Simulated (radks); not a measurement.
Problem. Species: the neon ion Ne4+. Configuration: [He] 2s2 2p2. Calculated with a radial shooting solver on a logarithmic mesh with Libxc functionals: non-relativistic Kohn-Sham, PBEsol, spin-polarised, spherical densities, point nucleus; open shells are filled with parallel spins first. Some entries of the table are withheld. Estimate them.

orbital,occ.,eigenvalue (eV),<r> (bohr)
1s up,1,(1),0.1583
1s down,1,(2),0.1578
2s up,1,-133.0045,0.7608
2s down,1,-126.4328,0.7742
2p up,2,-111.8012,0.7008
2p down,0,-104.5552,0.7196

Solution. 
(1) 1s up eigenvalue (eV): -949.4145
(2) 1s down eigenvalue (eV): -946.5073
